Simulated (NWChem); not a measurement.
The numbers come from NWChem runs, not from measurements. System: CH3ClOSW, charge 0, spin multiplicity 1, at a geometry optimised with PBE0/def2-SVP with def2 effective core potentials on W. The structure started from a generated list of species. Level: PBE/def2-TZVP with def2 effective core potentials on W.

Part of the output:

```
             Northwest Computational Chemistry Package (NWChem) 7.3.0
             --------------------------------------------------------

                                NWChem Input Module
                                -------------------

 Scaling coordinates for geometry "geometry" by  1.889725989
 (inverse scale =  0.529177249)

                             Geometry "geometry" -> ""
                             -------------------------

 Output coordinates in angstroms (scale by  1.889725989 to convert to a.u.)

  No.       Tag          Charge          X              Y              Z
 ---- ---------------- ---------- -------------- -------------- --------------
    1 W                   74.0000     0.07450200     0.12512900    -0.07390300
    2 O                    8.0000     1.34875100     0.72728700    -1.00942500
    3 S                   16.0000     0.82713600    -0.39563400     1.84843000
    4 Cl                  17.0000    -1.11424000    -1.52948200    -1.09509100
    5 C                    6.0000    -1.10455700     1.81695700     0.27166700
    6 H                    1.0000    -0.53116100     2.64164200     0.72173700
    7 H                    1.0000    -1.94208700     1.55785000     0.94053000
    8 H                    1.0000    -1.49466100     2.15227000    -0.70640400

 Effective nuclear repulsion energy (a.u.)    1075.5473136418

            Nuclear Dipole moment (a.u.)
            ----------------------------
        X                 Y               Z
 ---------------- ---------------- ----------------
     0.0000018897     0.0000151178    -0.0000453534


 Summary of "ao basis" -> "" (spherical)
 ------------------------------------------------------------------------------
       Tag                 Description            Shells   Functions and Types
 ---------------- ------------------------------  ------  ---------------------
 *                         def2-tzvp                  on all atoms

 Summary of "ao basis" -> "ao basis" (spherical)
 ------------------------------------------------------------------------------
       Tag                 Description            Shells   Functions and Types
 ---------------- ------------------------------  ------  ---------------------
 W                         def2-tzvp                14       40   6s4p3d1f
 O                         def2-tzvp                11       31   5s3p2d1f
 S                         def2-tzvp                13       37   5s5p2d1f
[...]
 Vector   31  Occ=2.000000D+00  E=-2.699637D-01
              MO Center=  4.1D-01, -1.8D-01,  1.1D+00, r^2= 3.4D+00
   Bfn.  Coefficient  Atom+Function         Bfn.  Coefficient  Atom+Function
  ----- ------------  ---------------      ----- ------------  ---------------
    87      0.403506  3 S  py                90      0.233652  3 S  py
    84      0.172936  3 S  py                20      0.159185  1 W  d -1
    78     -0.150441  3 S  py               124     -0.140111  4 Cl py
    86     -0.130871  3 S  px               127     -0.106148  4 Cl py
    11     -0.102885  1 W  py                21      0.102825  1 W  d  0

 Vector   32  Occ=2.000000D+00  E=-2.457692D-01
              MO Center=  8.0D-01, -1.8D-01,  1.1D+00, r^2= 3.0D+00
   Bfn.  Coefficient  Atom+Function         Bfn.  Coefficient  Atom+Function
  ----- ------------  ---------------      ----- ------------  ---------------
    86      0.434639  3 S  px                89      0.284540  3 S  px
    46     -0.196050  2 O  px                83      0.190090  3 S  px
    49     -0.165138  2 O  px                77     -0.162802  3 S  px
    87      0.151319  3 S  py                52     -0.133834  2 O  px
    48     -0.101959  2 O  pz                90      0.095150  3 S  py

 Vector   33  Occ=0.000000D+00  E=-1.433324D-01
              MO Center= -7.3D-02,  3.2D-02,  1.0D-01, r^2= 3.4D+00
   Bfn.  Coefficient  Atom+Function         Bfn.  Coefficient  Atom+Function
  ----- ------------  ---------------      ----- ------------  ---------------
    23      0.395124  1 W  d  2              20     -0.245613  1 W  d -1
    28      0.236713  1 W  d  2             126      0.203946  4 Cl px
    22     -0.195888  1 W  d  1              91      0.195121  3 S  pz
    88      0.165189  3 S  pz               123      0.162877  4 Cl px
    33      0.154276  1 W  d  2              25     -0.142871  1 W  d -1

 Vector   34  Occ=0.000000D+00  E=-1.205966D-01
              MO Center=  2.6D-01, -2.3D-02,  3.5D-01, r^2= 3.3D+00
   Bfn.  Coefficient  Atom+Function         Bfn.  Coefficient  Atom+Function
  ----- ------------  ---------------      ----- ------------  ---------------
    20      0.362937  1 W  d -1              90     -0.335899  3 S  py
    23      0.312759  1 W  d  2              87     -0.252490  3 S  py
    21      0.232502  1 W  d  0              25      0.214628  1 W  d -1
    28      0.189454  1 W  d  2              47      0.165850  2 O  py
    53      0.166001  2 O  py                30      0.145413  1 W  d -1

 Vector   35  Occ=0.000000D+00  E=-7.657327D-02
              MO Center=  1.8D-01,  6.7D-02, -1.2D-01, r^2= 3.3D+00
   Bfn.  Coefficient  Atom+Function         Bfn.  Coefficient  Atom+Function
  ----- ------------  ---------------      ----- ------------  ---------------
    19      0.389371  1 W  d -2              22     -0.328092  1 W  d  1
   150      0.292821  5 C  s                 24      0.234171  1 W  d -2
   127     -0.229158  4 Cl py               113     -0.209565  4 Cl s
    27     -0.200762  1 W  d  1              53     -0.196511  2 O  py
    29      0.188578  1 W  d -2              47     -0.183405  2 O  py

 center of mass
 --------------
 x =   0.03690686 y =  -0.02197352 z =  -0.03159116

 moments of inertia (a.u.)
 ------------------
        1153.726723995581        -124.315270821880        -228.868510328908
        -124.315270821880        1026.608358964518        -105.273697748814
        -228.868510328908        -105.273697748814         957.581025952438

     Multipole analysis of the density
     ---------------------------------

     L   x y z        total         alpha         beta         nuclear
     -   - - -        -----         -----         ----         -------
     0   0 0 0     -0.000000    -32.000000    -32.000000     64.000000

     1   1 0 0     -0.863213      3.792044      3.792044     -8.447300
     1   0 1 0      0.419494      7.303525      7.303525    -14.187556
     1   0 0 1     -0.019600     -4.199470     -4.199470      8.379340

     2   2 0 0    -46.945147   -131.124719   -131.124719    215.304291
     2   1 1 0     -2.084253    -22.515827    -22.515827     42.947402
     2   1 0 1      0.389360    -55.661082    -55.661082    111.711524
     2   0 2 0    -44.497478   -166.107249   -166.107249    287.717019
     2   0 1 1      0.921310    -27.363819    -27.363819     55.648949
     2   0 0 2    -47.382152   -176.584780   -176.584780    305.787407

 Task  times  cpu:      179.5s     wall:      179.5s

 Total times  cpu:      179.6s     wall:      179.6s
```

Task: Write an NWChem input that would produce this output.

Result: This is not unique; one that fits is 
```
start mol
memory heap 200 mb stack 800 mb global 1000 mb
geometry units angstroms nocenter noautoz noautosym
  W      0.074502     0.125129    -0.073903
  O      1.348751     0.727287    -1.009425
  S      0.827136    -0.395634     1.848430
  Cl    -1.114240    -1.529482    -1.095091
  C     -1.104557     1.816957     0.271667
  H     -0.531161     2.641642     0.721737
  H     -1.942087     1.557850     0.940530
  H     -1.494661     2.152270    -0.706404
end
basis spherical
  * library def2-tzvp
end
ecp
  W library def2-ecp
end
dft
  xc xpbe96 cpbe96
  semidirect memsize 60000000 filesize 0
  iterations 100
end
task dft energy
```
